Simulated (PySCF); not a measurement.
Working out the ionisation energy of Pd²⁺

Pd²⁺ [Kr] 4d8 (3F) → Pd³⁺ [Kr] 4d7 (4F). Calculation: PySCF 2.14, in aug-cc-pVTZ-PP with ECP28MDF; scalar relativity through the core potential. Frozen: 4s2 4p6. Energies in hartree (1 hartree = 27.21139 eV):

| part | Pd²⁺ (lower) | Pd³⁺ (upper) |
| --- | --- | --- |
| UHF | -125.741652 | -124.600484 |
| CCSD correlation | -0.216487 | -0.161750 |
| (T) | -0.005714 | -0.003005 |

Problem. What does Hartree-Fock give?

Solution. (-124.600484) − (-125.741652) = 1.141168 hartree = 31.053 eV.

Problem. What do CCSD and CCSD(T) give?

Solution. The CCSD correlation energies differ by 0.054737 hartree = 1.489 eV and the triples by 0.002709 hartree = 0.074 eV, so CCSD gives 32.542 eV and CCSD(T) 32.616 eV.

Reference: 32.93 eV (semi-empirical (NIST evaluation); NIST Atomic Spectra Database, ionization energies), between the lowest levels; spin-orbit coupling is absent from the calculation.

What remains against the reference includes basis incompleteness, the frozen core and higher excitations.
